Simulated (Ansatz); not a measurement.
```xyz
10

Si    1.1062    0.1288    1.4409
Si   -0.8004   -0.5507    0.2679
In   -0.7170    0.3296   -2.1461
H     1.0962   -0.3477    2.8505
H     1.1930    1.6151    1.4443
H     2.3267   -0.4013    0.7725
H    -0.8696   -2.0396    0.3136
H    -1.9937   -0.0218    0.9904
H    -0.1099   -0.6532   -3.4312
H    -1.2315    1.9407   -2.5028
```

The species carries charge 0 and has multiplicity 1. In takes the def2 core potential.

Problem. List the PBE0/def2-TZVPP orbital energies in eV (Ansatz 0.2.0). (An estimate is asked.)

Solution. The calculation gave: Occupied: -1802.53, -1802.45, -144.90, -144.81, -128.41, -99.55, -99.54, -99.54, -99.46, -99.46, -99.45, -84.92, -84.58, -84.56, -21.52, -21.35, -21.31, -21.24, -21.17, -15.79, -13.96, -11.67, -10.23, -9.94, -9.52, -8.53, -8.18, -7.25. Lowest empty: -2.21, -0.24, 0.18, 0.53, 0.83, 0.87, 1.08, 1.52.
